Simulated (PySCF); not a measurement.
PySCF input file for BFH5NO2Si, SMILES OB(O)N[SiH2]F, KT2/pcSseg-1. Coordinates come from a B3LYP-D3(BJ)/def2-SVP optimisation. This is a generated structure with no PubChem entry under its InChIKey; it may be hypothetical. Other conformers were not sampled.

```python
import numpy as np
from pyscf import gto, scf, dft
from pyscf.prop.nmr import rks as nmr

mol = gto.M(
    atom='''
    Si    1.37509002    0.25813746    0.17005889
    F     2.51867763   -0.90226301    0.08175983
    N    -0.12595987   -0.56230458   -0.11408133
    B    -1.40394077    0.06645904   -0.11872398
    O    -2.52510656   -0.68870216   -0.35607008
    O    -1.40547176    1.42443212    0.12318816
    H     1.45465491    0.86232280    1.52453335
    H     1.68740564    1.27068470   -0.87094562
    H    -0.09400522   -1.56179030   -0.29177691
    H    -3.35804459   -0.20622415   -0.34725153
    H    -2.26332026    1.85944656    0.12402257
    ''',
    basis='pcSseg-1',
    charge=0,
    spin=0,
    max_memory=1600,
    verbose=3,
)
mf = dft.RKS(mol, xc='kt2')
mf.grids.level = 3
mf.conv_tol = 1e-10
mf.max_cycle = 100
mf.kernel()
n = nmr.NMR(mf)
n.verbose = 2
n.max_cycle_cphf = 60
sigma = n.kernel()
print('atom   isotropic/ppm   span/ppm')
for i, s in enumerate(sigma):
    w = np.linalg.eigvalsh((s + s.T) / 2)
    print(f'{mol.atom_symbol(i):2s}{i + 1:3d} {w.mean():14.3f} {w[2] - w[0]:11.3f}')
```

Program output:

```
converged SCF energy = -629.904617204244
atom   isotropic/ppm   span/ppm
Si  1        366.210      74.129
F   2        367.869     104.375
N   3        212.788      90.868
B   4         81.841      16.159
O   5        238.200     103.544
O   6        241.633      86.934
H   7         25.679       8.057
H   8         25.678       8.077
H   9         29.666      14.963
H  10         29.078      16.373
H  11         29.235      16.426
```

The run converged.

Cost: roughly 40 core-seconds.
